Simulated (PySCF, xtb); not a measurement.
C4H9O, SMILES CCC(C)=[OH+], charge +1. The values are those of a single conformer.

Harmonic wavenumbers (cm⁻¹) from GFN2-xTB (xtb 6.7.1) at its own minimum, in rising order: 68, 116, 189, 207, 381, 469, 540, 743, 843, 856, 942, 980, 999, 1023, 1069, 1090, 1181, 1241, 1322, 1338, 1365, 1398, 1412, 1453, 1466, 1471, 1515, 2944, 2985, 3022, 3027, 3051, 3057, 3066, 3071, 3292.

### Question
What does PBE0-D3(BJ)/def2-SVP (PySCF) give at its own minimum? (Estimate from the structure and the level; the computed values follow.)

### Answer
56, 121, 203, 230, 406, 504, 570, 781, 813, 835, 951, 984, 996, 1064, 1101, 1161, 1234, 1286, 1334, 1377, 1390, 1426, 1456, 1462, 1468, 1513, 1644, 3035, 3075, 3082, 3145, 3148, 3191, 3196, 3218, 3710. Paired by order, the mean absolute difference is 58 cm⁻¹ and the zero-point energies are 76.0 and 78.9 kcal/mol.
